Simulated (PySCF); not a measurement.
Potential energy of ZnBr⁺ along the bond

Set-up: Zn def2-TZVPPD, Br def2-TZVPPD; no relativity (PySCF 2.14). Energies in eV from Zn⁺ + Br in their ground configurations at the same level. State: ¹Σ⁺ (singlet), closed shell.

Curves on a restricted Hartree–Fock reference rise too fast on stretching and do not dissociate correctly.

```tsv
R (Å)	PBE0	RHF-CCSD	r²SCANh
1.890	-1.339		-1.445
1.978	-1.958	-1.676	-2.040
2.066	-2.290	-2.028	-2.352
2.132	-2.403	-2.154	-2.452
2.198	-2.431	-2.191	-2.468
2.264	-2.394	-2.162	-2.420
2.352	-2.274	-2.048	-2.285
2.462	-2.049	-1.829	-2.045
2.594	-1.722	-1.509	-1.702
2.769	-1.259		-1.220
```

Task: Put a parabola through the three lowest points of the PBE0 curve and estimate Re, k and ωe (reduced mass 35.32 u; 1 eV/Å² = 0.16022 mdyn/Å; ωe = 1302.8·√(k/μ) cm⁻¹).

Result: Through R = 2.132, 2.198, 2.264 Å the second-order coefficient is 7.46 eV/Å², so Re ≈ 2.193 Å, k ≈ 2.39 mdyn/Å and ωe ≈ 339 cm⁻¹. A polynomial fit of higher order to the unrounded PBE0 energies gives Re = 2.191 Å, k = 2.44 mdyn/Å, ωe = 342 cm⁻¹; anharmonicity and rounding make the difference.

The higher-order fit for each curve: PBE0: Re = 2.191 Å, ωe = 342 cm⁻¹, De = 2.43 eV; RHF-CCSD: Re = 2.199 Å, ωe = 342 cm⁻¹, De = 2.19 eV; r²SCANh: Re = 2.179 Å, ωe = 349 cm⁻¹, De = 2.47 eV.

Correlated steps freeze 14 core orbitals. For an ion De counts to the pair picked by the measured ionisation energies or electron affinities, which need not be the lowest pair at this level. Where the molecule has an RHF reference, its open-shell atoms are computed with UHF.
